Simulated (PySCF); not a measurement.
Order these species by their calculated properties.

Species are written as SMILES; each is one conformer at its optimised geometry, gas phase, non-relativistic unless stated; the electronic structure was computed with PySCF and density fitting.

Dipoles, sizes and rotational constants follow the conformer. The torsions of the flexible species, by atom-mapped SMILES:
- `[CH2:1]=[C:2]([C:3]#[C:4][CH:5]=[O:6])[CH2:7][Cl:8]`: C1–C2–C7–Cl8 107°
- `[CH2:1]=[C:2]([C:3](=[O:4])[OH:5])[C:6]([F:7])([F:8])[F:9]`: C1–C2–C3–O4 -179°, C1–C2–C6–F7 -1°, H–O5–C3–C2 180°
- `[CH3:1][Si@@H:2]([NH2:3])[SiH2:4][O:5][SiH3:6]`: C1–Si2–Si4–O5 160°, Si2–Si4–O5–Si6 -49°, H–N3–Si2–C1 -46°, H–N3–Si2–C1 173°
- `[CH3:1][O:2][C@@H:3]1[CH2:4][C@@H:5]1[C:6]#[C:7][CH:8]=[O:9]`: C1–O2–C3–C4 154°
- `[CH:1]#[C:2][C@@H:3]([CH:4][C:5]#[C:6][CH3:7])[CH:8]=[O:9]`: C2–C3–C4–C5 -115°, C2–C3–C8–O9 -124°
- `[CH:1]#[C:2][CH2:3][c:4]1[cH:5][cH:6][cH:7][cH:8][o+:9]1`: C2–C3–C4–C5 -7°
- `[OH:1][C-:2]1[CH:3][CH:4]=[CH:5][CH:6]=[C:7]1[Cl:8]`: H–O1–C2–C3 0°

The conformers of `P[SiH]1N[SiH2]N[SiH2]N1` aren't listed.

Task: Rank by lowest singlet excitation, highest first (TDDFT PBE0/def2-SVPD at GFN2-xTB geometries).
A. `C[Si@@H](N)[SiH2]O[SiH3]`
B. `CC(=C(C#C)C#C)C#C`
C. `c1c(Cl)n[nH]c1`
D. `C=C(C(=O)O)C(F)(F)F`
E. `ClCC(=C)C#CC=O`

Result: C (6.46 eV), A (5.54 eV), D (4.76 eV), B (4.33 eV), E (3.56 eV).

Task: By how much do the two ends of that ranking differ?

Result: By 2.90 eV, between `Clc1cc[nH]n1` and `C=C(C#CC=O)CCl`.

Task: Rank by static isotropic polarisability, lowest first (PBE0/def2-SVPD at GFN2-xTB geometries).
A. `N#CC1=CC(=O)[C@H]1F`
B. `C#CC#C/C=C(/C)C#C`
C. `Clc1cc[nH]n1`
D. `C=C(C(=O)O)C(F)(F)F`
E. `C[Si@@H](N)[SiH2]O[SiH3]`
F. `CO[C@@H]1C[C@@H]1C#CC=O`

Result: D (57.6 au), C (60.0 au), A (66.2 au), F (94.1 au), E (103.7 au), B (123.9 au).

Task: By how much do the two ends of that ranking differ?

Result: By 66.3 au, between `C#CC#C/C=C(/C)C#C` and `C=C(C(=O)O)C(F)(F)F`.

Task: Rank by lowest triplet excitation (Tamm–Dancoff), lowest first (TDA PBE0/def2-SVPD at GFN2-xTB geometries).
A. `C#CC(C)=C(C#C)C#C`
B. `C=C(C#CC=O)CCl`
C. `C=C(C(=O)O)C(F)(F)F`
D. `ClC1=NNC=C1`
E. `CO[C@@H]1C[C@@H]1C#CC=O`
F. `P[SiH]1N[SiH2]N[SiH2]N1`

Result: A (2.43 eV), B (2.94 eV), E (3.22 eV), C (3.97 eV), D (4.64 eV), F (5.53 eV).

Task: Rank by HOMO energy, lowest first (PBE0/def2-SVPD at GFN2-xTB geometries).
A. `CO[C@@H]1C[C@@H]1C#CC=O`
B. `C=C(C#CC=O)CCl`
C. `C=C(C(=O)O)C(F)(F)F`
D. `N#CC1=CC(=O)[C@H]1F`
E. `P[SiH]1N[SiH2]N[SiH2]N1`
F. `C#CC(C)=C(C#C)C#C`
G. `Clc1cc[nH]n1`

Result: C (-8.79 eV), D (-8.37 eV), B (-7.94 eV), A (-7.45 eV), G (-7.34 eV), E (-7.15 eV), F (-6.59 eV).

Task: By how much do the two ends of that ranking differ?

Result: By 2.20 eV, between `C#CC(C)=C(C#C)C#C` and `C=C(C(=O)O)C(F)(F)F`.

Task: Rank by electronic spatial extent ⟨r²⟩ about the centre of nuclear charge, highest first (PBE0/def2-SVPD at GFN2-xTB geometries).
A. `CO[C@@H]1C[C@@H]1C#CC=O`
B. `C=C(C(=O)O)C(F)(F)F`
C. `C=C(C#CC=O)CCl`
D. `C#CC(C)=C(C#C)C#C`
E. `C#CC#C/C=C(/C)C#C`

Result: E (1683 bohr²), C (1628 bohr²), A (1583 bohr²), D (1251 bohr²), B (1059 bohr²).

Task: Give the two extremes of that set in Å².

Result: `C=C(C(=O)O)C(F)(F)F`: 297 Å²; `C#CC#C/C=C(/C)C#C`: 471 Å².

Task: Rank by smallest rotational constant, lowest first (GFN2-xTB).
A. `C1([C@@H](F)C(=C1)C#N)=O`
B. `C=C(C(=O)O)C(F)(F)F`
C. `O[C-]1[CH]C=CC=C1Cl` [radical]
D. `Clc1cc[nH]n1`
E. `C#CCC1=CC=CC=[O+]1`
F. `[C@@H]([CH]C#CC)(C#C)C=O` [radical]
G. `N#C/C(F)=C(/[O-])F`
H. `O([SiH2][Si@@H](C)N)[SiH3]`

Result: F (0.661 GHz), H (0.762 GHz), E (0.880 GHz), C (1.003 GHz), B (1.064 GHz), A (1.151 GHz), G (1.497 GHz), D (1.745 GHz).
